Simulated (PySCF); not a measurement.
SMILES F[SiH](F)c1ccc([SiH2]Cl)cc1, GFN2-xTB optimised geometry.

```
18

Si    -0.11     0.64     0.00
F     -0.59     0.12    -1.44
F     -0.60     2.16     0.00
C     -1.01    -0.31     1.35
C     -1.33    -1.66     1.19
C     -1.99    -2.36     2.18
C     -2.35    -1.74     3.38
C     -2.03    -0.39     3.54
C     -1.37     0.31     2.55
Si    -3.22    -2.70     4.75
Cl    -1.81    -3.49     5.97
H      1.33     0.64     0.00
H     -1.07    -2.16     0.27
H     -2.23    -3.40     2.03
H     -2.29     0.11     4.45
H     -1.13     1.35     2.69
H     -3.99    -3.80     4.18
H     -4.05    -1.80     5.54
```

Density from PBE0/def2-SVP in PySCF at that geometry.

Minimum of the electron density along straight lines between bonded atoms, close to the bond critical point (lines longer than 1.1 times the sum of covalent radii, or with two minima, are not listed):

| bond | length / Å | ρ at the minimum / e bohr⁻³ | ∇²ρ there / e bohr⁻⁵ | position (fraction from the first atom) |
|---|---|---|---|---|
| Si1–F2 | 1.601 | 0.122 | 1.13 | 0.42 |
| Si1–F3 | 1.600 | 0.122 | 1.13 | 0.42 |
| Si1–C4 | 1.874 | 0.120 | 0.34 | 0.38 |
| C4–C5 | 1.395 | 0.304 | -0.75 | 0.50 |
| C5–C6 | 1.381 | 0.314 | -0.81 | 0.50 |
| C6–C7 | 1.393 | 0.306 | -0.77 | 0.50 |
| C7–C8 | 1.393 | 0.306 | -0.77 | 0.50 |
| C4–C9 | 1.395 | 0.304 | -0.75 | 0.50 |
| C8–C9 | 1.381 | 0.314 | -0.81 | 0.50 |
| C7–Si10 | 1.890 | 0.114 | 0.33 | 0.62 |
| Si10–Cl11 | 2.020 | ___ | 0.33 | 0.37 |
| Si1–H12 | 1.444 | 0.126 | 0.33 | 0.49 |
| C5–H13 | 1.081 | 0.285 | -1.09 | 0.63 |
| C6–H14 | 1.081 | 0.284 | -1.09 | 0.63 |
| C8–H15 | 1.081 | 0.284 | -1.09 | 0.63 |
| C9–H16 | 1.081 | 0.285 | -1.09 | 0.63 |
| Si10–H17 | 1.461 | 0.120 | 0.32 | 0.49 |
| Si10–H18 | 1.461 | 0.120 | 0.32 | 0.49 |

Problem. Some entries are withheld; supply them.

Solution. 
- Si10–Cl11, ρ at the minimum / e bohr⁻³: 0.097
